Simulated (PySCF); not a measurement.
Ga+: ionisation energy

Ga+ [Ar] 3d10 4s2 (1S) → Ga(2+) [Ar] 3d10 4s1 (2S), as a difference of total energies. Calculation: PySCF 2.14, in def2-SVP; the non-relativistic Hamiltonian (point nucleus). Correlated levels: valence: [Ar] 3d10 frozen. The calculations carry no spin-orbit coupling.

Order these methods by the ionisation energy they give, lowest first.
A. MP2 (valence)
B. TPSS
C. CCSD (valence)
D. UHF

D (18.460 eV), A (19.126 eV), C (19.452 eV), B (20.194 eV).

These non-relativistic numbers lack the scalar-relativistic shift.

Errors of the correlated levels include the incompleteness of this basis and the frozen core.

With two correlated electrons CCSD is exact in that space.

For comparison: 20.515 eV (measured; NIST Atomic Spectra Database, ionization energies).
